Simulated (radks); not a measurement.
The numbers below are computed, except where a source is named.
Question: These are the eigenvalues of the occupied orbitals of an atom or ion with whole-number occupations (Ry). Level of theory: non-relativistic Kohn-Sham, PBEsol, spin-polarised, spherical densities, point nucleus (a radial shooting solver on a logarithmic mesh with Libxc functionals).

1s up: -56.92981
1s down: -56.82379
2s up: -8.65331
2s down: -8.40075
2p up: -7.39963

Which element is it, and in what charge state? The configuration may be excited. Open shells, if any, are filled with parallel spins first.

Answer: Z = 9, fluorine, charge +4: F4+ in [He] 2s2 2p1. The list shows which subshells hold electrons but not how many an open one holds; the 1s level, -28.465 hartree, gives Z - s = 7.5 by -(Z - s)^2/2, which with screening narrows Z to a few neighbours, and the depths of the outer levels then fix element, charge and occupations together.
